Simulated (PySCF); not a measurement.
**Correlation energy of Sb (antimony, neutral)**

[Kr] 4d10 5s1 5p4, high-spin 4P determinant (an excited configuration). Calculation: PySCF 2.14, in aug-cc-pVTZ-PP with ECP28MDF; a scalar-relativistic core potential. Frozen: 4s2 4p6 4d10; 5 electrons correlated.

MP2 pair energies summed by pair of shells (mhartree):

```
 pair  energy  share (%)
5p-5p  -51.33       86.3
5s-5p   -8.17       13.7
```

Total MP2 correlation energy: -59.50 mhartree.

Same-spin part -16.32 and opposite-spin part -43.18 mhartree; SCS-MP2 scales them by 1/3 and 6/5 to -57.26 mhartree.
